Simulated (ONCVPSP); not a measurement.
Te, ONCV: configuration errors across variants

ONCVPSP 4.0.1 input, shortened (lines: element, Z, core and valence counts, functional; n l f; lmax; l rc ep ncon nbas qcut; lloc lpopt rc5 dvloc0; l nproj debl; icmod fcfact rcfact), PBEsol, scalar-relativistic:

```
  Te 52.00    6    5  -116133      upf
    1    0    2.00
    2    0    2.00
    2    1    6.00
    3    0    2.00
    3    1    6.00
    3    2   10.00
    4    0    2.00
    4    1    6.00
    4    2   10.00
    5    0    2.00
    5    1    2.00
    3
    0    1.15    0.00    3    6   12.00
    1    1.30    0.00    5    9   11.30
    2    0.90    0.00    4    8    9.50
    3    1.25    0.12    4    8   10.10
    2    5    0.90    0.00
    0    2    3.40
    1    2    2.60
    2    0    2.90
    3    1    2.90
    3    5.00    1.00
```

All-electron excitation energies from the reference (eV): (1) 4s2 4p6 4d10 5s2 5p4 -27.722; (2) 4s2 4p6 4d10 5s2 5p3 -17.969; (3) 4s2 4p6 4d10 5s2 5p1 26.957; (4) 4s2 4p6 4d10 5s1 5p5 -18.437.

3 further variants failed, have other tests or another functional or relativity, and are left out.

Errors AE − PS in meV (a dash: test not solved or not reliable):

```json
{"change": "base", "(1)": "+6.0", "(2)": "+4.1", "(3)": "-6.6", "(4)": "+6.0", "bound ghosts": "none", "GHOST(+) flags above zero": "none"}
{"change": "d: qcut 10", "(1)": "+6.1", "(2)": "+4.1", "(3)": "-6.6", "(4)": "+6.0", "bound ghosts": "none", "GHOST(+) flags above zero": "none"}
{"change": "f: rc 1.3", "(1)": "+6.0", "(2)": "+4.1", "(3)": "-6.6", "(4)": "+6.0", "bound ghosts": "none", "GHOST(+) flags above zero": "none"}
```

Give the same row for: core correction Teter function, fcfact 1.4, rcfact 1.

+6.1, +4.1, -6.6, +6.0; bound ghosts: none; GHOST(+) flags above zero: none.
